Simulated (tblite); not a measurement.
Compound: C5H9F3SeSi.
Atom-mapped SMILES: `[CH2:1]=[CH:2][CH2:3][SiH2:4][Se:5][CH2:6][C:7]([F:8])([F:9])[F:10]` (hydrogens: H11, H12 on C1; H13 on C2; H14, H15 on C3; H16, H17 on Si4; H18, H19 on C6)

Computed with GFN2-xTB (tblite), gas phase: L-BFGS steps from a force-field or distance-geometry start until the largest atomic force falls under 0.01 eV/Å.

Step 75: E = -935.9459 eV
```
atom  x, y, z in Å  |  force x, y, z in eV/Å
C1      3.3181    0.1412    0.6880   -0.001   0.003  -0.007
C2      2.5882   -0.5255   -0.1878    0.023   0.014   0.000
C3      1.1211   -0.7547   -0.0654    0.049   0.015   0.005
Si4     0.2304    0.5635   -1.1215   -0.036  -0.021  -0.019
Se5    -1.9385   -0.1026   -1.5760   -0.033  -0.005   0.017
C6     -2.6049   -0.5788    0.2164   -0.018   0.013   0.007
C7     -2.5228    0.5851    1.1691    0.005   0.006   0.009
F8     -3.3281    0.4143    2.2319    0.017  -0.005   0.016
F9     -1.2827    0.7475    1.6656    0.006   0.015   0.015
F10    -2.8619    1.7543    0.6195   -0.014  -0.029  -0.020
H11     4.3697    0.3166    0.5326   -0.034  -0.029   0.046
H12     2.8915    0.5389    1.5955    0.016  -0.018  -0.037
H13     3.0413   -0.9043   -1.0946   -0.004  -0.001   0.016
H14     0.8632   -1.7555   -0.4183    0.020   0.011   0.008
H15     0.8162   -0.6669    0.9781    0.004  -0.003  -0.016
H16     0.2072    1.8661   -0.4646    0.002   0.022   0.013
H17     0.7765    0.6481   -2.4741   -0.010  -0.008  -0.010
H18    -2.0408   -1.4187    0.6257    0.001   0.024  -0.013
H19    -3.6534   -0.8594    0.1029    0.008  -0.004  -0.032
```

Step 76: E = -935.9467 eV
```
atom  x, y, z in Å  |  force x, y, z in eV/Å
C1      3.3169    0.1396    0.6918   -0.024   0.003  -0.017
C2      2.5894   -0.5278   -0.1860    0.021   0.027  -0.016
C3      1.1210   -0.7537   -0.0701    0.050   0.011   0.014
Si4     0.2300    0.5637   -1.1277   -0.016  -0.020  -0.012
Se5    -1.9424   -0.0928   -1.5740   -0.026  -0.011  -0.014
C6     -2.6004   -0.5769    0.2166   -0.020   0.007   0.045
C7     -2.5232    0.5854    1.1724    0.012   0.012   0.004
F8     -3.3260    0.4068    2.2356    0.009   0.004   0.012
F9     -1.2842    0.7554    1.6686    0.013   0.002   0.008
F10    -2.8684    1.7535    0.6240   -0.027  -0.031  -0.010
H11     4.3695    0.3144    0.5409   -0.046  -0.034   0.050
H12     2.8835    0.5403    1.5949    0.032  -0.019  -0.035
H13     3.0443   -0.9085   -1.0908    0.005  -0.004   0.016
H14     0.8622   -1.7544   -0.4223    0.024   0.005  -0.003
H15     0.8145   -0.6672    0.9726   -0.008   0.008   0.000
H16     0.2064    1.8672   -0.4721    0.011   0.020   0.009
H17     0.7763    0.6412   -2.4811   -0.016  -0.003  -0.002
H18    -2.0313   -1.4146    0.6247   -0.007   0.030  -0.023
H19    -3.6480   -0.8621    0.1050    0.012  -0.007  -0.029
```

Step 77: E = -935.9473 eV
```
atom  x, y, z in Å  |  force x, y, z in eV/Å
C1      3.3134    0.1375    0.6961   -0.033   0.007  -0.024
C2      2.5896   -0.5298   -0.1844    0.011   0.029  -0.027
C3      1.1204   -0.7526   -0.0754    0.030   0.007   0.016
Si4     0.2294    0.5639   -1.1356   -0.002  -0.015   0.004
Se5    -1.9475   -0.0831   -1.5735   -0.016  -0.018  -0.026
C6     -2.5943   -0.5749    0.2180   -0.024  -0.006   0.051
C7     -2.5220    0.5862    1.1758    0.013   0.012   0.005
F8     -3.3213    0.3988    2.2402    0.005   0.016   0.009
F9     -1.2836    0.7646    1.6713    0.009  -0.004  -0.005
F10    -2.8760    1.7524    0.6287   -0.031  -0.034   0.005
H11     4.3667    0.3109    0.5517   -0.035  -0.035   0.047
H12     2.8741    0.5418    1.5941    0.032  -0.016  -0.018
H13     3.0476   -0.9134   -1.0861    0.014  -0.008   0.008
H14     0.8607   -1.7533   -0.4267    0.029  -0.002  -0.014
H15     0.8103   -0.6671    0.9658   -0.012   0.019   0.014
H16     0.2048    1.8678   -0.4797    0.020   0.015   0.002
H17     0.7775    0.6355   -2.4886   -0.022   0.001   0.000
H18    -2.0186   -1.4099    0.6231   -0.014   0.035  -0.030
H19    -3.6410   -0.8661    0.1085    0.027  -0.005  -0.020
```

Step 78: E = -935.9479 eV
```
atom  x, y, z in Å  |  force x, y, z in eV/Å
C1      3.3084    0.1354    0.7006   -0.034   0.015  -0.025
C2      2.5891   -0.5315   -0.1834   -0.005   0.020  -0.031
C3      1.1194   -0.7517   -0.0810   -0.003   0.001   0.011
Si4     0.2290    0.5643   -1.1436    0.010  -0.002   0.017
Se5    -1.9523   -0.0738   -1.5734   -0.007  -0.019  -0.028
C6     -2.5877   -0.5727    0.2203   -0.015  -0.017   0.036
C7     -2.5204    0.5872    1.1798    0.010   0.004   0.007
F8     -3.3158    0.3913    2.2456    0.001   0.024   0.010
F9     -1.2826    0.7745    1.6738    0.003  -0.006  -0.019
F10    -2.8850    1.7506    0.6340   -0.028  -0.028   0.016
H11     4.3622    0.3064    0.5635   -0.006  -0.031   0.040
H12     2.8639    0.5437    1.5934    0.021  -0.011   0.005
H13     3.0514   -0.9186   -1.0809    0.019  -0.012  -0.002
H14     0.8587   -1.7523   -0.4322    0.036  -0.002  -0.020
H15     0.8047   -0.6668    0.9589   -0.009   0.026   0.021
H16     0.2050    1.8696   -0.4881    0.027  -0.002  -0.010
H17     0.7788    0.6293   -2.4966   -0.029   0.006   0.006
H18    -2.0039   -1.4047    0.6200   -0.022   0.038  -0.025
H19    -3.6327   -0.8710    0.1124    0.031  -0.004  -0.008
```

Task: Estimate the geometry and energy of step 79. (The exact step hangs on the optimiser's Hessian estimate; all steps are aligned on step 78, rigid shifts and turns removed.)

Result: E = -935.9486 eV, largest force 0.045 eV/Å
```
atom  x, y, z in Å  |  force x, y, z in eV/Å
C1      3.3005    0.1333    0.7057   -0.022   0.022  -0.024
C2      2.5867   -0.5335   -0.1823   -0.020   0.007  -0.026
C3      1.1165   -0.7513   -0.0868   -0.034   0.000   0.002
Si4     0.2284    0.5650   -1.1518    0.014   0.007   0.027
Se5    -1.9573   -0.0639   -1.5743    0.000  -0.022  -0.014
C6     -2.5789   -0.5708    0.2233   -0.010  -0.022   0.000
C7     -2.5169    0.5882    1.1837    0.003  -0.001   0.011
F8     -3.3069    0.3845    2.2522    0.000   0.026   0.011
F9     -1.2791    0.7857    1.6743   -0.008  -0.005  -0.033
F10    -2.8944    1.7478    0.6391   -0.021  -0.019   0.024
H11     4.3551    0.3015    0.5776    0.019  -0.027   0.031
H12     2.8506    0.5452    1.5932    0.005  -0.004   0.026
H13     3.0547   -0.9249   -1.0746    0.019  -0.013  -0.013
H14     0.8553   -1.7515   -0.4390    0.040  -0.002  -0.020
H15     0.7963   -0.6661    0.9516   -0.001   0.027   0.020
H16     0.2070    1.8721   -0.4980    0.031  -0.012  -0.015
H17     0.7788    0.6250   -2.5045   -0.029   0.007   0.001
H18    -1.9846   -1.3983    0.6158   -0.023   0.030  -0.013
H19    -3.6216   -0.8788    0.1179    0.035   0.000   0.004
```

The energy changes by -0.0006 eV. The first-order estimate −F·Δx gives -0.0009 eV and the mean of the old and new forces, exact on a quadratic surface, -0.0006 eV. The step makes an angle of 83° with the force vector and moves no atom by more than 0.021 Å.

What follows is the cost of the whole relaxation. Hardware: one thread of an Arm Neoverse N1, shared host. Cost: 2.6 s of wall time.
